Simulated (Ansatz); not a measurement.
BH$_{6}$NO$_{2}$Si (`N[SiH2]B(O)O`). Total charge 0; spin multiplicity 1.

Z-matrix (Å, degrees):
```
Si
B 1 2.037
N 1 1.744 2 103.3
H 1 1.491 2 112.4 3 113.5
H 1 1.498 2 114.0 3 -125.5
O 2 1.360 1 128.4 3 162.9
O 2 1.359 1 115.1 3 -17.1
H 3 1.010 1 117.7 2 -72.7
H 3 1.009 1 118.0 2 152.9
H 6 0.958 2 113.5 1 -1.5
H 7 0.965 2 110.5 1 -0.3
```

**Question.** What are the harmonic wavenumbers in cm⁻¹ at PBE0-D4/def2-TZVP (Ansatz, finite differences of forces, unscaled)? (Best estimate.)

**Answer.** Ansatz gave: 76, 119, 226, 321, 356, 400, 522, 527, 589, 608, 693, 709, 791, 845, 927, 949, 995, 1063, 1304, 1435, 1589, 2155, 2204, 3576, 3664, 3800, 3925.

**Question.** Is this a minimum?

**Answer.** Yes, all 27 modes are real.

**Question.** Give the ideal-gas thermochemistry at 298.15 K and 1 bar (rigid rotor, harmonic oscillator; point group C1, symmetry number 1).

**Answer.** Zero-point energy 205.6 kJ/mol; H(298) − E = 226.9 kJ/mol; entropy 343.8 J/(mol·K), of which translation 165.1, rotation 111.8, vibration 66.9; G(298) − E = 124.4 kJ/mol. Modes under 100 cm⁻¹ are hindered rotations or soft bends, so the harmonic entropy is rough.

**Question.** Rotational constants (cm⁻¹)?

**Answer.** 0.2214, 0.08348, 0.06322.
